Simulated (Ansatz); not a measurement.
The cluster Na8⁺, relaxed as a doublet with UKS r2SCAN/def2-SVP in Ansatz, starting from the GFN2-xTB geometry. Force threshold 0.02 eV/Å.

The relaxation made no stability test and no search for a lower SCF solution. The structure comes from a short search, and lower isomers may exist.

Start:

```xyz
8

Na    0.874   -1.996   -3.029
Na    3.015    0.077    1.362
Na    1.150   -3.875    0.652
Na    0.820    2.111   -1.764
Na   -1.307   -0.833    2.234
Na   -2.952   -0.297   -1.766
Na    1.654    2.554    2.469
Na   -3.253    2.259   -0.157
```

```tsv
step	energy (eV)	largest force component (eV/Å)	SCF passes
1	-35306.3388	0.449	40
2	-35306.5061	0.400	40
3	-35306.8813	0.279	37
4	-35307.1608	0.220	39
5	-35307.3614	0.177	36
6	-35307.5042	0.114	35
7	-35307.5713	0.050	34
8	-35307.5948	0.017	32
9	-35307.6002	0.014	35
10	-35307.6026	0.013	30
11	-35307.6077	0.018	34
```

Force components are those of the run's own axes.

End:

```xyz
8

Na    0.8781   -1.6950   -2.0956
Na    2.8429   -0.2754    0.7228
Na    0.8287   -3.6588    0.9854
Na    0.4184    1.8315   -1.3578
Na   -0.6368   -0.5182    0.9773
Na   -2.5689   -0.4269   -2.0250
Na    0.9035    2.4778    2.2255
Na   -2.6660    2.2650    0.5674
```

Bonds formed: Na1–Na2, Na1–Na4, Na1–Na5, Na1–Na6, Na2–Na3, Na2–Na4, Na2–Na5, Na3–Na5 (atoms count from 1).

The force fell under the threshold at step 8, but the optimiser went on and released 0.013 eV more. No frequencies were taken in this run, so the end may be a saddle point.

Run time 3.5 min (4 threads of Arm Neoverse N1 on a shared host).
